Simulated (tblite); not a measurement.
C₄H₁₃OPSi₃.
SMILES with atom numbers: `[CH2:1]=[CH:2][SiH2:3][P:4]([SiH3:5])[SiH2:6][C:7]([CH3:8])=[O:9]` (hydrogens: H10, H11 on C1; H12 on C2; H13, H14 on Si3; H15, H16, H17 on Si5; H18, H19 on Si6; H20, H21, H22 on C8)

The geometry is computed with GFN2-xTB (gas phase).

**Question.** List the bond lengths, angles and torsions at this level.

**Answer.** 
| bond | length (Å) | order |
| --- | --- | --- |
| C1=C2 | 1.324 | double |
| C2–Si3 | 1.884 | single |
| Si3–P4 | 2.240 | single |
| P4–Si5 | 2.252 | single |
| P4–Si6 | 2.211 | single |
| Si6–C7 | 1.927 | single |
| C7–C8 | 1.500 | single |
| C7=O9 | 1.212 | double |
| C1–H10 | 1.080 | single |
| C1–H11 | 1.079 | single |
| C2–H12 | 1.084 | single |
| Si3–H13, Si3–H14 | 1.468 | single |
| Si5–H15, Si5–H16 | 1.458 | single |
| Si5–H17 | 1.469 | single |
| Si6–H18, Si6–H19 | 1.464 | single |
| C8–H20, C8–H21, C8–H22 | 1.088 | single |

Bonds in one row agree within 0.01 Å and their mean is given. Orders are formal, as drawn. A selection of angles:
| angle | degrees |
| --- | --- |
| C2–C1–H10 | 122.7 |
| C2–C1–H11 | 121.6 |
| H10–C1–H11 | 115.7 |
| C1–C2–Si3 | 125.0 |
| C1–C2–H12 | 118.4 |
| Si3–C2–H12 | 116.5 |
| C2–Si3–P4 | 106.9 |
| C2–Si3–H13 | 111.3 |
| C2–Si3–H14 | 108.9 |
| P4–Si3–H13 | 106.1 |
| P4–Si3–H14 | 113.9 |
| H13–Si3–H14 | 109.7 |
| Si3–P4–Si5 | 101.4 |
| Si3–P4–Si6 | 100.7 |
| Si5–P4–Si6 | 100.2 |
| P4–Si5–H15 | 108.5 |
| P4–Si5–H16 | 113.5 |
| P4–Si5–H17 | 101.9 |
| H15–Si5–H16 | 115.2 |
| H15–Si5–H17 | 109.0 |
| H16–Si5–H17 | 107.9 |
| P4–Si6–C7 | 105.9 |
| P4–Si6–H18 | 113.9 |
| P4–Si6–H19 | 110.2 |
| C7–Si6–H18 | 108.7 |
| C7–Si6–H19 | 107.1 |
| H18–Si6–H19 | 110.6 |
| Si6–C7–C8 | 118.6 |
| Si6–C7–O9 | 119.2 |
| C8–C7–O9 | 122.2 |
| C7–C8–H20 | 108.2 |
| C7–C8–H21 | 111.5 |
| C7–C8–H22 | 109.3 |
| H20–C8–H21 | 109.9 |
| H20–C8–H22 | 107.6 |

Torsions: C1–C2–Si3–P4 127° (anticlinal); C2–Si3–P4–Si5 -153° (antiperiplanar); Si3–P4–Si6–C7 -60° (synclinal); P4–Si6–C7–C8 139° (anticlinal). The mirror-image conformer, all signs reversed, is as good.

Si5 (SiH3 silicon) is distorted tetrahedral (angles from 101.9° to 115.2°). P4 (three-coordinate phosphorus) is pyramidal (angles 101.4°, 100.7° and 100.2°, sum 302.3°, 1.02 Å off the plane of its three neighbours). Of the pairs four or more bonds apart, Si5···O9 is among the closest relative to their van der Waals radii: 2.85 Å, 79 % of the sum of Bondi's values. The 2 C–C bonds span 1.324 Å (C1=C2, drawn double) to 1.500 Å (C7–C8, drawn single), a spread of 0.176 Å. The C–Si distances run from 1.884 Å (C2–Si3, drawn single) to 1.927 Å (Si6–C7, drawn single), a spread of 0.043 Å. Si6 (SiH2 silicon) is distorted tetrahedral (angles from 105.9° to 113.9°). Si3 (SiH2 silicon) is distorted tetrahedral (angles from 106.1° to 113.9°).

Point group: C1 (no symmetry element, even within 0.4 Å). Its lowest GFN2-xTB frequency is 13 cm⁻¹, too small to tell a flat minimum from a shallow saddle. The numbers are those of one conformer. 3 starts were optimised and ended at 0.00, 0.36 and 0.47 kcal/mol (GFN2-xTB); the lowest of these is shown.
